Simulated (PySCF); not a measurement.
C3H10O2Sn (SMILES C[O][Sn]([CH3])([CH3])[OH]), singlet, at a GFN2-xTB geometry (such geometries of metal compounds can be far from the true shape) (core potentials on Sn); DF-B3LYP/def2-TZVPP in PySCF.

The PySCF input:
```python
from pyscf import gto, scf, dft

mol = gto.M(
    atom='''
C     2.33812825   -0.28729973    1.38825436
O     0.97555819   -0.60054575    1.29709516
Sn   -0.27312984    0.03175581   -0.13068751
C    -1.00335050    2.06342540    0.33050410
C    -1.61643829   -1.67881113   -0.37868410
O     0.95898810    0.18363261   -1.70467774
H     2.49393288    0.71482102    1.79534873
H     2.77900955   -1.01675490    2.07012906
H     2.84263361   -0.35857219    0.42469779
H    -1.34291415    2.08741983    1.35882019
H    -1.82058682    2.32109729   -0.33292025
H    -0.18345296    2.76179730    0.19598268
H    -1.80214767   -2.11150429    0.59638484
H    -2.54879686   -1.35702040   -0.82786808
H    -1.12439975   -2.40495381   -1.01643248
H     0.57680698    0.52729734   -2.50955245
''',
    basis='def2-tzvpp',
    ecp={'Sn': 'def2-tzvpp'},
    verbose=4,
    max_memory=1800,
)

mf = dft.RKS(mol)
mf.xc = 'b3lyp'
mf = mf.density_fit(auxbasis='def2-universal-jkfit')
mf.kernel()
```

Task: Write the output that PySCF gives for this input, abridged.

Result: 
```
PySCF version 2.14.0

[INPUT] verbose = 4
[INPUT] num. atoms = 16
[INPUT] num. electrons = 66
[INPUT] charge = 0
[INPUT] spin (= nelec alpha-beta = 2S) = 0
[INPUT] symmetry False subgroup None
[INPUT] Mole.unit = angstrom
[INPUT] Symbol           X                Y                Z      unit          X                Y                Z       unit  Magmom
[...]
nuclear repulsion = 376.331646433231
number of shells = 131
number of NR pGTOs = 481
number of NR cGTOs = 345
basis = def2-tzvpp
ecp = {'Sn': 'def2-tzvpp'}

******** <class 'pyscf.df.df_jk.DFRKS'> ********
method = DFRKS
initial guess = minao
damping factor = 0
level_shift factor = 0
DIIS = <class 'pyscf.scf.diis.CDIIS'>
diis_start_cycle = 1
diis_space = 8
diis_damp = 0
SCF conv_tol = 1e-09
SCF conv_tol_grad = None
SCF max_cycles = 50
direct_scf = False
XC library pyscf.dft.libxc version 7.1.2
    S. Lehtola, C. Steigemann, M. J. T. Oliveira, and M. A. L. Marques,  SoftwareX 7, 1–5 (2018)
XC functionals = b3lyp
    P. J. Stephens, F. J. Devlin, C. F. Chabalowski, and M. J. Frisch,  J. Phys. Chem. 98, 11623 (1994)
radial grids:
    Treutler-Ahlrichs [JCP 102, 346 (1995); DOI:10.1063/1.469408] (M4) radial grids

becke partition: Becke, JCP 88, 2547 (1988); DOI:10.1063/1.454033
pruning grids: <function nwchem_prune>
grids dens level: 3
symmetrized grids: False
atomic radii adjust function: <function treutler_atomic_radii_adjust>
small_rho_cutoff = 0
Set gradient conv threshold to 3.16228e-05
Initial guess from minao.
tot grids = 190560
******** <class 'pyscf.df.df.DF'> ********
auxbasis = def2-universal-jkfit
init E= -448.394738913308
[...]
cycle= 1 E= -483.651058794718  delta_E= -35.3  |g|= 2.92  |ddm|= 31.9
[...]
cycle= 2 E= -478.754548883588  delta_E=  4.9  |g|= 5.84  |ddm|= 67.8
[...]
cycle= 3 E= -485.173746054061  delta_E= -6.42  |g|= 0.841  |ddm|= 67.4
[...]
cycle= 4 E= -485.11539920238  delta_E= 0.0583  |g|= 1.03  |ddm|= 1.31
[...]
cycle= 5 E= -485.310644592309  delta_E= -0.195  |g|= 0.0561  |ddm|= 0.745
[...]
cycle= 6 E= -485.311342384733  delta_E= -0.000698  |g|= 0.0257  |ddm|= 0.0892
[...]
cycle= 7 E= -485.311420907675  delta_E= -7.85e-05  |g|= 0.0154  |ddm|= 0.0238
[...]
cycle= 8 E= -485.311462391451  delta_E= -4.15e-05  |g|= 0.00314  |ddm|= 0.0114
[...]
cycle= 9 E= -485.311464079734  delta_E= -1.69e-06  |g|= 0.00062  |ddm|= 0.00229
[...]
cycle= 10 E= -485.31146416071  delta_E= -8.1e-08  |g|= 0.000236  |ddm|= 0.000718
[...]
cycle= 11 E= -485.311464173732  delta_E= -1.3e-08  |g|= 4.69e-05  |ddm|= 0.00022
[...]
cycle= 12 E= -485.311464174202  delta_E= -4.7e-10  |g|= 1.26e-05  |ddm|= 4.54e-05
[...]
Extra cycle  E= -485.311464174154  delta_E= 4.75e-11  |g|= 1.87e-05  |ddm|= 3e-05
converged SCF energy = -485.311464174154
```
